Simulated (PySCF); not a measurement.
Worked example: oscillator strength and radiative lifetime

Sb(TeH)3 (H₃SbTe₃), SMILES [Sb]([TeH])([TeH])[TeH].

Coordinates come from a PBE-D3(BJ)/def2-SVP optimisation. The structure was generated by enumeration; whether it is a known compound was not checked. The def2 effective core potentials stand for the cores of Sb, Te; spin–orbit coupling is left out.

TDDFT-LC-ωPBE/def2-SVPD (PySCF) puts the first singlet state with f over 0.02 at 4.16 eV (vertical), with the transition dipole (-0.560, -0.230, 0.136) in atomic units.

**Question.** Find the oscillator strength, the wavelength and the radiative lifetime that this transition would have in vacuum if emission retraced absorption.

**Answer.** 
|μ|² = 0.3850 au, so |μ| = 1.58 D. ΔE = 4.16/27.211 = 0.1529 hartree. f = (2/3) ΔE |μ|² = 0.039 (the program prints 0.039).
λ = 1239.84/4.16 = 298 nm; ν = 33553 cm⁻¹.
Einstein's coefficient A = 0.6670 ν² f s⁻¹ (ν in cm⁻¹) = 2.9e7 s⁻¹, so τ = 1/A = 34 ns. This state is S4; the lower singlets have f = 0.008, 0.013, 0.004. The figure is the radiative limit of this one transition; relaxation, internal conversion, crossing to triplets and a medium change what is measured.
